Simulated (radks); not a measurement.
Values are calculated unless marked as measured or tabulated.
Species: Pb. Configuration: [Hg] 6p1.5 7s0.5 (fractional occupations, a model configuration).

Level of theory: Dirac Kohn-Sham, PBE, spin-unpolarised, spherical densities, point nucleus; open shells fill j = l - 1/2 first (a radial shooting solver on a logarithmic mesh with Libxc functionals).

Energy parts (eV):
part                       energy
total                  -569495.19
kinetic                 663182.98
electron-nucleus      -1441665.22
Hartree                 219604.87
exchange-correlation    -10617.82

Orbitals (lengths in bohr, moments of r in powers of bohr):
orbital,occ.,eigenvalue (eV),<r^4>,small-component weight
1s1/2,2,-87982.45,3.532e-07,9.80e-02
2s1/2,2,-15723.24,0.00005064,2.26e-02
2p1/2,2,-15097.25,0.00002987,2.27e-02
2p3/2,4,-12907.29,0.00004820,1.99e-02
3s1/2,2,-3774.577,0.001829,7.60e-03
3p1/2,2,-3492.594,0.001585,7.54e-03
3p3/2,4,-3003.963,0.002253,6.75e-03
3d3/2,4,-2541.481,0.001477,6.63e-03
3d5/2,6,-2437.530,0.001640,6.42e-03
4s1/2,2,-855.2716,0.04006,2.62e-03
4p1/2,2,-733.2990,0.04229,2.52e-03
4p3/2,4,-613.6955,0.05919,2.21e-03
4d3/2,4,-415.3129,0.06835,2.01e-03
4d5/2,6,-392.9968,0.07554,1.93e-03
4f5/2,6,-136.2237,0.1160,1.57e-03
4f7/2,8,-131.1931,0.1227,1.54e-03
5s1/2,2,-144.6976,0.9634,7.03e-04
5p1/2,2,-103.1267,1.311,6.15e-04
5p3/2,4,-80.7873,1.943,5.18e-04
5d3/2,4,-23.6831,6.308,3.25e-04
5d5/2,6,-21.1038,7.460,3.03e-04
6s1/2,2,-13.0289,56.68,1.01e-04
6p1/2,1.5,-5.5025,182.2,5.82e-05
6p3/2,0,-3.9562,348.5,4.20e-05
7s1/2,0.5,-1.1965,8089,7.32e-06
7p1/2,0,-0.4688,30810,3.89e-06
7p3/2,0,-0.3733,43720,3.65e-06

The highest occupied level is 7s1/2 at -1.197 eV. The configuration is held as typed, so some empty levels lie below it. The density falls to 0.001 e/bohr^3 at r = 4.50 bohr. Summed over all electrons, <r^2> = 98.83 bohr^2, which gives a Langevin (diamagnetic) susceptibility term of -78.3 x 10^-6 cm^3/mol.
